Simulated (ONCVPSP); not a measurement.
**Reading a pseudo-wave (rhodium)**

Columns: radius, all-electron u(r) and pseudo u(r) of the 4s shell (level -80.51 eV) of rhodium in the configuration [Ar] 3d10 4s2 4p6 4d8 5s0.5; LDA (Perdew-Wang 92), non-relativistic, ONCV scheme, ONCVPSP 4.0.1.

```
r (bohr)  all-electron  pseudo
   0.110        0.4027  0.0753
   0.220       -0.3709  0.1766
   0.330       -0.6242  0.3214
   0.440       -0.2133  0.5081
   0.550        0.3566  0.7125
   0.660        0.8070  0.8999
   0.770        1.0664  1.0398
   0.880        1.1590  1.1120
   0.990        1.1355  1.1078
   1.100        1.0441  1.0354
   1.210        0.9206  0.9194
   1.320        0.7885  0.7884
   1.430        0.6613  0.6613
   1.540        0.5462  0.5462
   1.650        0.4458  0.4458
   1.760        0.3605  0.3605
   1.870        0.2895  0.2895
   1.980        0.2312  0.2312
   2.090        0.1837  0.1837
   2.200        0.1455  0.1455
   2.310        0.1148  0.1148
   2.420        0.0903  0.0903
   2.530        0.0709  0.0709
   2.640        0.0556  0.0556
   2.750        0.0435  0.0435
   2.860        0.0340  0.0340
```

How many radial nodes do the two functions have?

The all-electron 4s function has n − l − 1 = 3 (the table is too coarse to show those close to the nucleus); the pseudo-wave has 0, since the states of the same l below it are removed with the core.

At about which radius was the pseudo-wave matched?

1.45 bohr. The columns agree to 0.0005 from 1.32 bohr on; several derivatives are matched, so the curves merge somewhat inside the radius.

Is the pseudo-wave norm-conserving?

Yes: the ONCV scheme keeps the norm inside the radius equal to the all-electron one, which fixes the energy derivative of the logarithmic derivative at the level.
